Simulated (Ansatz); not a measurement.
`[SiH3][SiH2]CCl` and `[SiH3][SiH2]C[TeH]` differ in one atom or group.

Ansatz, PBE0-D4/def2-TZVP geometries, multiplicity 1. Each molecule was computed in one conformer, which needn't be the lowest.

Elements past krypton have def2 core potentials.

```
                                      property  `[SiH3][SiH2]CCl`
           HOMO–LUMO gap (PBE/def2-TZVPP) / eV               5.30
          HOMO–LUMO gap (PBE0/def2-TZVPP) / eV               7.43
            HOMO energy (PBE0/def2-TZVPP) / eV              -7.90
             LUMO energy (PBE/def2-TZVPP) / eV              -1.35
         HOMO energy (ωB97M-V/def2-TZVPP) / eV             -10.01
size of the dipole moment (PBE/def2-TZVPP) / D               1.46
```

(1) Give the same properties after the change, and the shifts. (An estimate is asked.)

Results:

(1) Ansatz gave: 
```json
{"property": "HOMO–LUMO gap (PBE/def2-TZVPP) / eV", "`[SiH3][SiH2]C[TeH]`": "3.48", "shift": "-1.82"}
{"property": "HOMO–LUMO gap (PBE0/def2-TZVPP) / eV", "`[SiH3][SiH2]C[TeH]`": "5.33", "shift": "-2.10"}
{"property": "HOMO energy (PBE0/def2-TZVPP) / eV", "`[SiH3][SiH2]C[TeH]`": "-6.29", "shift": "1.61"}
{"property": "LUMO energy (PBE/def2-TZVPP) / eV", "`[SiH3][SiH2]C[TeH]`": "-1.78", "shift": "-0.43"}
{"property": "HOMO energy (ωB97M-V/def2-TZVPP) / eV", "`[SiH3][SiH2]C[TeH]`": "-8.40", "shift": "1.61"}
{"property": "size of the dipole moment (PBE/def2-TZVPP) / D", "`[SiH3][SiH2]C[TeH]`": "0.89", "shift": "-0.57"}
```

With PBE0 the HOMO rises by 1.61 eV and the LUMO falls by 0.49 eV, so the gap narrows by about 2.10 eV. PBE moves the HOMO by 1.39 eV and ωB97M-V by 1.61 eV. Dipoles are sizes alone; their direction can turn.

Spin–orbit coupling is left out; it splits and shifts lone-pair levels of the heavy atoms by tenths of an eV.
